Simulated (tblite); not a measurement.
Compound: C6H8NO (doublet state).
Cartesian coordinates in Å at the GFN2-xTB level; atoms count from 1:
```xyz
16
C6H8NO angstrom
C      2.6973   -1.6658    0.2440
C      1.4972   -0.8903    0.0265
C      0.5162   -0.2321   -0.1852
C     -0.7006    0.5304   -0.3688
C     -0.5750    1.9352    0.2183
N     -1.8309   -0.1905    0.2878
C     -2.9621   -0.5104   -0.2844
O     -3.4066   -0.3655   -1.3930
H      2.4490   -2.7251    0.3014
H      3.3942   -1.5120   -0.5793
H      3.1766   -1.3628    1.1745
H     -0.9584    0.5830   -1.4324
H     -1.5046    2.4820    0.0777
H      0.2289    2.4722   -0.2793
H     -0.3489    1.8820    1.2817
H     -1.6800   -0.4214    1.2582
```

Level: GFN2-xTB in tblite, geometry and Hessian alike; calculated harmonic values, unscaled, isolated species. The method is semi-empirical: single wavenumbers can be off by several per cent or more. One conformer, not necessarily the lowest. Open shells enter through the occupations alone, without spin polarisation, and single modes of such species can be off by tens of per cent. The optimisation stopped once no atom felt more than 0.01 eV/Å.

Lowest wavenumbers of the output (negative numbers stand for imaginary wavenumbers):
```
mode    cm-1
  1     -27.5
  2      29.2
  3      99.2
  4     125.7
  5     177.5
  6     213.4
  7     256.5
  8     271.0
  9     292.3
 10     393.2
 11     454.7
 12     488.1
 13     553.2
 14     643.3
 15     789.3
```

Task: Is this structure a minimum?

Result: Not by this Hessian. 1 mode is imaginary beyond 20i (28i cm⁻¹), so at this level the point lies at or near a first-order saddle. The curvature is small, so loose convergence or finite differences may be the whole cause.

Task: Which atoms move in the imaginary mode?

Result: 28i: H11 (hydrogen on carbon) 33 %, H10 (hydrogen on carbon) 33 %, H9 (hydrogen on carbon) 32 %. These are shares of the mass-weighted motion.

Task: What is the remedy?

Result: Step along that mode in both directions, optimise again with tighter thresholds and repeat the frequencies. The zero-point energy of this point (77.9 kcal/mol) counts the 41 real modes alone, and thermal corrections from it aren't those of a minimum.

Hardware: an Arm Neoverse V1 with one thread, shared host with 32 logical CPUs at a one-minute load of 12. Cost: 0.45 s of wall time. The figure is for the frequency step alone.
